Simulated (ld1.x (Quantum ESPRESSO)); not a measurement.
# boron: excitation energies, all-electron against TM

```json
{"Element": "boron", "Generator": "ld1.x (Quantum ESPRESSO) 7.5", "Type": "norm-conserving Troullier–Martins (Kleinman–Bylander form)", "Functional": "PBEsol", "Relativity": "scalar-relativistic", "Frozen core": "[He]", "Valence charge": "3", "Reference configuration": "2s2 2p1", "Partial waves": "2s (bound): rc 0.95 bohr; 2p (bound): rc 3.65 bohr", "Local potential": "all-electron potential smoothed inside 0.85 bohr (lloc = -1)", "Core correction": "a·sin(br)/r model core inside 0.55 bohr"}
```

Energies are relative to the spin-unpolarised reference configuration 2s2 2p1; without spin polarisation the order of configurations can differ from experiment. The frozen-core shift is the all-electron ΔE with the core orbitals held at their reference shape minus the fully relaxed ΔE.

| valence configuration | charge | ΔE all-electron (eV) | error AE − PS (meV) | frozen-core shift (meV) |
| --- | --- | --- | --- | --- |
| 2s2 2p0 | +1 | 8.139 | +155 | +0.5 |
| 2s1 2p0 | +2 | 33.401 | +463 | +7.3 |
| 2s0 2p3 | 0 | 11.657 | -148 | +1.6 |
| 2s2 2p1.3 | -0.3 | -0.724 | +2.3 | 0.0 |
| 2s1 2p2 | 0 | 5.819 | -37 | +0.4 |
| 2s1 2p1 | +1 | 14.264 | -75 | +1.1 |

Question: What are ΔE and the potential's error for 2s2 2p0.5?

Answer: ΔE = 2.855 eV all-electron; the error (AE − PS) is +23 meV.
